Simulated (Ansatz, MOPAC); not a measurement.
System: SiHClF, charge -1, multiplicity 1. SMILES: F[SiH-]Cl

Atoms: Si1, F2, Cl3, H4. Bonds: Si1-F2, Si1-Cl3, Si1-H4.

Bond lengths (Å) and angles (degrees) optimised at AM1 with MOPAC; PM6 with MOPAC; MNDO with MOPAC; HF/STO-3G with Ansatz (a program for electronic structure); PBE/6-31G* with Ansatz; MP2/6-31G* with Ansatz, each started from the B3LYP-D3(BJ)/def2-TZVP structure (Ansatz) of the last column. A row stands for all coordinates that are equal there. 6-31G* holds six Cartesian d functions. No wavenumbers were computed at MNDO, HF/STO-3G, PBE/6-31G*, MP2/6-31G*, so these may be saddle points.

```
coordinate    AM1    PM6   MNDO  HF/STO-3G  PBE/6-31G*  MP2/6-31G*  B3LYP-D3(BJ)/def2-TZVP
----------  -----  -----  -----  ---------  ----------  ----------  ----------------------
Si1-F2      1.638  1.671  1.608      1.659       1.688       1.680                   1.682
Si1-Cl3     2.214  2.256  2.241      2.281       2.303       2.251                   2.282
Si1-H4      1.480  1.528  1.423      1.476       1.582       1.546                   1.553
F2-Si1-Cl3  104.8  100.8  101.4       94.5       100.1        99.0                    98.3
F2-Si1-H4   106.2  104.1   99.6       94.0        97.8        97.6                    96.0
Cl3-Si1-H4  100.8   94.9   96.6       91.5        91.0        92.2                    92.3
```

Mean signed difference of all 3 bond lengths from B3LYP-D3(BJ)/def2-TZVP: AM1 -0.062 Å, PM6 -0.021 Å, MNDO -0.081 Å, HF/STO-3G -0.033 Å, PBE/6-31G* 0.019 Å, MP2/6-31G* -0.013 Å.
